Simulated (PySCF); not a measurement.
Input file for PySCF: R-B3LYP/LANL2DZ on C2H6Ge (a complex).

```python
from pyscf import gto, scf, dft, mp
from pyscf.data.elements import chemcore

mol = gto.M(
    atom='''
    C     0.60878869    0.32711738   -0.00530544
    C    -0.56063943    0.07344282   -0.02098709
    H     1.64718112    0.55186810    0.01357255
    H    -1.59899138   -0.15205459   -0.03260470
    Ge   -0.02006043   -0.15959238    3.70481969
    H    -0.95539502    0.99123491    3.31036906
    H     1.40590568    0.14446179    3.22442858
    H    -0.51050886   -1.46905570    3.07253046
    H    -0.01627015   -0.30704963    5.23644882
    ''',
    basis='lanl2dz',
    ecp={'Ge': 'lanl2dz'},
    charge=0, spin=0, verbose=3, max_memory=1800)
mf = dft.RKS(mol, xc='b3lyp')
mf.conv_tol = 1e-8
mf.max_cycle = 100
mf.kernel()
if not mf.converged:
    mf = mf.newton().run(mf.mo_coeff, mf.mo_occ)
```

Output:

```
converged SCF energy = -83.4627912895645
```

Self-consistency was reached.

Cost: very roughly 2.8 core-seconds.
